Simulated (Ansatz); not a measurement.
Relaxation of CH5AlN2OS (11 atoms, charge 0, multiplicity 1), to a largest force component of 0.02 eV/Å in at most 40 steps.

Level of theory: RKS B3LYP-D4/STO-3G in Ansatz.

```xyz
11
Properties=species:S:1:pos:R:3
N -2.283 -0.161 1.257
Al -0.777 0.501 0.329
N 0.851 1.521 0.287
C 1.062 0.200 -0.323
O 1.233 0.256 -1.713
S 2.095 -0.891 0.613
H -3.114 0.050 0.610
H -2.190 -1.133 1.338
H 0.746 2.263 -0.396
H 0.918 -0.601 -2.041
H 1.524 -2.063 0.061
```

Question: Where does it end, and by what steps?

Answer: The forces met the threshold. Limits of this set-up: minimal basis. After 28 steps the energy has fallen by 2.342 eV; H10 moved furthest, 1.08 Å.

```tsv
step	energy less start (eV)	largest force component (eV/Å)	accepted
0	0.0000	6.124	yes
1	-1.5873	1.772	yes
2	-1.7767	0.854	yes
3	-1.8547	1.240	yes
4	-1.9964	0.840	yes
5	-2.0997	0.940	yes
6	-2.1556	0.906	yes
7	-2.1861	0.562	yes
8	-2.2134	0.578	yes
9	-2.2399	0.433	yes
10	-2.2501	0.190	yes
11	-2.2528	0.079	yes
12	-2.2526	0.182	no
13	-2.2546	0.198	yes
14	-2.2559	0.145	yes
15	-2.2571	0.182	yes
16	-2.1814	1.612	no
17	-2.2600	0.181	yes
18	-2.2614	0.461	yes
19	-2.2661	0.389	yes
20	-2.2822	0.418	yes
21	-2.2872	0.652	yes
22	-2.3185	0.456	yes
23	-2.3184	0.641	no
24	-2.3367	0.143	yes
25	-2.3388	0.122	yes
26	-2.3410	0.043	yes
27	-2.3397	0.243	no
28	-2.3415	0.016	yes
```

```xyz
11
Properties=species:S:1:pos:R:3
N -2.465 -0.053 1.063
Al -0.895 0.107 0.360
N 0.337 1.223 0.019
C 0.809 -0.161 -0.381
O 0.908 -0.425 -1.821
S 2.380 -0.688 0.484
H -3.049 0.737 1.389
H -3.003 -0.934 1.133
H 0.909 2.084 -0.140
H 1.806 0.014 -2.080
H 2.329 -1.959 -0.004
```

Time of the run: 2.6 min on 1 thread of Arm Neoverse N1 (shared host), peak memory 0.17 GiB.
